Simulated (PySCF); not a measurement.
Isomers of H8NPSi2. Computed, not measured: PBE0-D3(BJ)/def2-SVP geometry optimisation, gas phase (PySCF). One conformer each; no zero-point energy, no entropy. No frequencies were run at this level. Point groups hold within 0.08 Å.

Problem. Order them by energy at this level, lowest first, and give relative energies in kcal/mol.
A. `[NH2:1][SiH2:2][PH:3][SiH3:4]` with H–N1–Si2–P3 81° and -63°, N1–Si2–P3–Si4 -75°
B. `[SiH3:1][NH:2][SiH2:3][PH2:4]` with Si1–N2–Si3–P4 131°, N2–Si3–P4–H -177° and -82°
C. `[NH2:1][SiH2:2][SiH2:3][PH2:4]` with H–N1–Si2–Si3 -173° and 44°, N1–Si2–Si3–P4 24°, Si2–Si3–P4–H 164° and 69°

Solution. B (0.0), A (3.7), C (9.6).

As drawn, the highest has an Si–Si bond, which the lowest lacks.

| SMILES | E (Eh) | E rel (kcal/mol) | dipole (D) | point group | A, B, C (MHz) |
| --- | --- | --- | --- | --- | --- |
| [SiH3]N[SiH2]P | -979.17006 | 0.0 | 0.21 | C1 | 9375, 1230, 1160 |
| N[SiH2]P[SiH3] | -979.16418 | 3.7 | 1.05 | C1 | 4800, 1853, 1541 |
| N[SiH2][SiH2]P | -979.15471 | 9.6 | 0.84 | C1 | 4646, 1898, 1437 |
